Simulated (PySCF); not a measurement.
This PySCF input asks for the NMR shieldings of SMILES CC[C@H](F)[SiH2]Cl, C3H8ClFSi; the geometry comes from GFN2-xTB.

```python
import basis_set_exchange as bse
import numpy as np
from pyscf import gto, dft
from pyscf.prop import nmr

atoms = """
C    -1.618491    0.132112    0.787233
C    -0.625008   -0.971269    0.455434
C     0.501976   -0.469379   -0.441577
F     1.298345   -1.563860   -0.780603
Si    1.668237    0.859678    0.327228
Cl    0.938612    2.684389   -0.115346
H    -2.031455    0.560572   -0.123210
H    -2.436836   -0.267855    1.380504
H    -1.140485    0.929156    1.352398
H    -0.192302   -1.377910    1.372129
H    -1.138187   -1.788196   -0.058843
H     0.080948   -0.125691   -1.396124
H     2.983711    0.702741   -0.279484
H     1.710257    0.695040    1.778120
"""
names = dict.fromkeys(["C", "F", "Si", "Cl", "H"], "pcSseg-1")
basis = {el: gto.basis.parse(bse.get_basis(n, elements=[el], fmt="nwchem")) for el, n in names.items()}
mol = gto.M(atom=atoms, basis=basis, charge=0, verbose=0)
mf = dft.RKS(mol, xc="PBE0")
mf.grids.level = 2
mf.grids.alignment = dft.numint.BLKSIZE   # the property module wants whole blocks of grid points
mf.conv_tol = 1e-9
mf.kernel()

calc = nmr.RKS(mf)   # GIAO
C = mf.mo_coeff
Co = C[:, mf.mo_occ > 0]
resp = mf.gen_response(singlet=True, hermi=2)
def vind(x):   # induced exchange potential for any number of trial vectors
    d = np.einsum("pi,xij,qj->xpq", C, 2 * x.reshape(-1, C.shape[1], Co.shape[1]), Co, optimize=True)
    return np.einsum("xpq,pi,qj->xij", resp(d - d.transpose(0, 2, 1)), C, Co, optimize=True).ravel()
mo1, _ = nmr.rhf.solve_mo1(calc, with_cphf=vind)
sigma = calc.kernel(mo1)
for i, s in enumerate(sigma):   # ppm
    w = np.linalg.eigvalsh((s + s.T) / 2)
    print("%2d %-2s iso %8.1f  s11 %8.1f  s22 %8.1f  s33 %8.1f" % (i, mol.atom_pure_symbol(i), w.mean(), *w))
```

Task: What does it print?

Result: 
```
 0 C  iso    176.4  s11    172.0  s22    173.6  s33    183.6
 1 C  iso    154.9  s11    138.2  s22    157.9  s33    168.6
 2 C  iso     91.6  s11     54.1  s22     69.0  s33    151.6
 3 F  iso    403.8  s11    358.1  s22    402.1  s33    451.2
 4 Si iso    362.1  s11    341.6  s22    348.1  s33    396.4
 5 Cl iso   1006.1  s11    977.2  s22    981.9  s33   1059.1
 6 H  iso     30.9  s11     27.3  s22     28.8  s33     36.5
 7 H  iso     30.4  s11     25.8  s22     27.4  s33     38.0
 8 H  iso     30.8  s11     25.9  s22     30.8  s33     35.7
 9 H  iso     29.8  s11     26.7  s22     28.3  s33     34.4
10 H  iso     29.4  s11     25.0  s22     28.1  s33     35.2
11 H  iso     26.9  s11     24.7  s22     27.1  s33     29.1
12 H  iso     26.5  s11     22.5  s22     25.3  s33     31.7
13 H  iso     26.8  s11     23.7  s22     25.3  s33     31.3
```

These numbers come from an equivalent density-fitted implementation of the same equations, which agrees with the script to about 0.01 ppm for H and up to a few tenths of a ppm for heavy atoms, so last digits may differ.

Task: Turn these shieldings into chemical shifts. References, each an isolated molecule treated in the same way: ¹³C (186.93 ppm) and ²⁹Si (349.16 ppm) and ¹H (31.72 ppm) against TMS; ¹⁹F (170.95 ppm) vs CFCl3; ³⁵Cl (949.78 ppm) vs HCl.

Result: Averaging equivalent atoms: C 2: 95.4; C 1: 32.0; C 0: 10.6; F 3: -232.9; Si 4: -12.9; Cl 5: -56; H 12: 5.20; H 13: 4.96; H 11: 4.78; H 10: 2.30; H 9: 1.89; H 6/7/8: 1.02 ppm. Unscaled 19F shifts against computed CFCl3 carry errors that often reach 10 to 50 ppm.

Size and cost of the density-fitted run: 156 basis functions, 33 s wall time on 1 thread of an Arm Neoverse N1, shared host; peak memory 0.73 GiB.
